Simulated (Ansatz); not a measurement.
# One elementary step

Start structure (SnH6O3, singlet), relaxed at PBE0-D4/def2-TZVP:

Sn1  (-0.660, -0.856, -0.862)
O2  (1.204, -0.416, -0.298)
H3  (-0.423, -2.174, -1.936)
H4  (-1.557, -1.335, 0.496)
H5  (-1.240, 0.507, -1.691)
H6  (1.131, 0.576, 1.137)
O7  (0.688, 1.183, 1.772)
O8  (-0.540, 1.388, 1.075)
H9  (1.813, -1.148, -0.408)
H10  (-0.416, 2.275, 0.715)
(Å)

The step: SnH₄O ([OH][SnH3]) + H₂O₂ ([OH][OH]) → SnH₄O₂ ([OH][O][SnH3]) + H₂O; bonds formed: Sn1–O7, O2–H6; bonds broken: Sn1–O2, H6–O7. Program: Ansatz 0.2.0. Basis: def2-TZVPP and def2-QZVPP. Cores are frozen in the correlated methods. Filled d shells of the heavier atoms are correlated. Core potentials replace the inner electrons of the atoms past krypton. The def2 sets are not built for correlating such inner shells, so the correlated values are less sure here. Extrapolation: Hartree–Fock as exp(−7.88 √X), correlation as X^−2.97. Energies below are by CCSD(T) at an estimated basis limit (MP2 extrapolated from triple and quadruple zeta, plus CCSD(T) − MP2 in triple zeta).

(1) What are the electronic barrier and the energy of the step, from the start structure to the end structure? (Judge from chemistry; the value comes from the calculation.)

No T1 diagnostic of these runs exceeds 0.015.

Results:

(1) By the calculation: Barrier 19.37 kcal/mol; step energy 2.37 kcal/mol (uphill); reverse barrier, their difference, 16.99 kcal/mol. Barrier and step energy count from the start structure, the reverse barrier from the end structure.

The saddle point: One imaginary mode of 510i cm⁻¹.
```tsv
pair	start (Å)	saddle (Å)	end (Å)
Sn1–O7	3.59	2.27	2.02
O2–H6	1.75	1.12	0.97
Sn1–O2	2.00	2.21	3.07
H6–O7	0.98	1.31	1.93
```

Zero-point energy (harmonic, PBE0-D4): ZPE is 39.61 kcal/mol at the start and 37.23 kcal/mol at the saddle, so the barrier goes from 19.37 to 16.98 kcal/mol.

Labels in which every atom is bracketed show which atoms are joined, not bond orders.

For scale, one of the runs: CCSD(T)/def2-TZVPP, 227 basis functions, launched by `ansatz run in.yaml --threads 8 --pin off --events-out ev --progress --plain --max-ram 19148MiB`. The run took 100 s on 8 CPU threads of an Arm Neoverse V1 (shared host), with 4.5 GiB of host memory at its peak.
